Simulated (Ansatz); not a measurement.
`[F][Sn]([F])([F])[GeH3]` + `C[NH][GeH3]` → `[GeH3][NH][GeH3]` + `[CH3][Sn]([F])([F])[F]` at 500 K and 1 bar (redistribution).

Program: Ansatz. Geometries: PBE0-D4/def2-TZVP. ΔE: electronic, gas phase. CCSD(T)/CBS adds triple-zeta CCSD(T) − MP2 to the extrapolated MP2 energy (def2 sets, frozen cores). Elements past krypton have def2 core potentials. For Ge, Sn outer-core shells are correlated without core-valence functions, which leaves a few kJ/mol of doubt a bond. Scalar relativity is left out up to krypton.

| species | CCSD(T)/CBS energy (Eh) | H − E (kJ/mol) | S (J/(mol·K)) |
| --- | --- | --- | --- |
| `[F][Sn]([F])([F])[GeH3]` | -2591.43115 | 129.1 | 465.0 |
| `C[NH][GeH3]` | -2173.06430 | 241.1 | 362.9 |
| `[GeH3][NH][GeH3]` | -4211.13400 | 208.8 | 414.7 |
| `[CH3][Sn]([F])([F])[F]` | -553.37465 | 156.9 | 427.4 |

H − E and S are ideal-gas, rigid-rotor, harmonic terms from PBE0-D4/def2-TZVP, for one conformer and one mirror image of each species. 1 Eh = 2625.50 kJ/mol, R = 8.31446 J/(mol·K).

By hand: ΔE, ΔH, ΔS and ΔG.

ΔE = (-4211.13400) + (-553.37465) − (-2591.43115) − (-2173.06430) = -0.01320 Eh = -34.7 kJ/mol. Δ(H − E) = 208.8 + 156.9 − 129.1 − 241.1 = -4.5, so ΔH = -39.2 kJ/mol. ΔS = 414.7 + 427.4 − 465.0 − 362.9 = 14.2 J/(mol·K). ΔG = -39.2 − 500 × (14.2)/1000 = -46.3 kJ/mol.

By hand: the equilibrium constant, and the temperature at which ΔG would vanish if ΔH and ΔS stayed fixed.

log₁₀ K = −ΔG/(RT ln 10) = 4.8. ΔH and −TΔS have one sign here, so there is no such temperature.

The number of gas molecules stays the same, so ΔS is small and ΔH decides. A doubt of 5 kJ/mol in ΔE shifts log₁₀ K by 0.5 here. Other conformers and mirror images would add mixing entropy, several J/(mol·K) or more a flexible species. Modes under 60 cm⁻¹, often nearly free rotors, make the harmonic entropy too high. These are equilibria of isolated gas molecules and say nothing of rates. Largest T1 diagnostic: 0.014 (customary marks: 0.02 for closed shells, 0.045 for open ones).
